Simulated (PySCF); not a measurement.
## [Pb(SH)3]+ at several levels of theory

Computed with PySCF 2.14.0 (density fitting, no spin-orbit coupling) at the geometry relaxed with B3LYP:

```xyz
7
[Pb(SH)3]+ (singlet)
Pb    0.0000    0.0000    0.4778
S     2.4236    0.5301    0.4730
H     2.7880   -0.7799    0.4752
S    -1.6708    1.8338    0.4730
H    -0.7186    2.8044    0.4752
S    -0.7527   -2.3639    0.4730
H    -2.0694   -2.0245    0.4753
```

| level | basis | state | HOMO (eV) | gap (eV) | charge on Pb1 (e) | dipole about the centre of mass (D) | largest force component (eV/Å) |
| --- | --- | --- | --- | --- | --- | --- | --- |
| B3LYP | Pb def2-SVP with ECP60, S def2-SVP, H def2-SVP | singlet | -12.32 | 3.25 | 0.69 | 0.01 | 0.01 |
| BP86 | the same | singlet | -11.50 | 1.75 | 0.65 | 0.00 | 0.28 |
| wB97X | the same | singlet | -15.01 | 7.88 | 0.75 | 0.01 | 0.73 |
| BLYP | the same | singlet | -11.15 | 1.74 | 0.62 | 0.00 | 0.45 |
| B3LYP | Pb def2-TZVP with ECP60, S def2-TZVP, H def2-TZVP | singlet | -12.38 | 3.29 | 0.83 | 0.00 | 0.38 |
| B3LYP | Pb x2c-SVPall, S x2c-SVPall, H x2c-SVPall | singlet | -12.32 | 3.23 | 0.74 | 0.01 | 0.15 |

Charges are Mulliken's, which hang on the basis. The relaxation used the grid (50, 194), these runs (75, 302) or, all-electron (x2c bases, spin-free X2C Hamiltonian), (99, 590).

Question: What does PBE with Pb def2-SVP with ECP60, S def2-SVP, H def2-SVP give here?

Answer: state singlet, HOMO (eV) -11.39, gap (eV) 1.77, charge on Pb1 (e) 0.66, dipole about the centre of mass (D) 0.01, largest force component (eV/Å) 0.26. Time: 3.4 s on 2 threads of Arm Neoverse V2, on a shared host, from an already converged density.

In the first row's basis the gap widens with exact exchange: 1.7 to 1.8 eV for BLYP, BP86, PBE (none); 3.3 eV for B3LYP (a fixed share); 7.9 eV for wB97X (rising or full at long range).
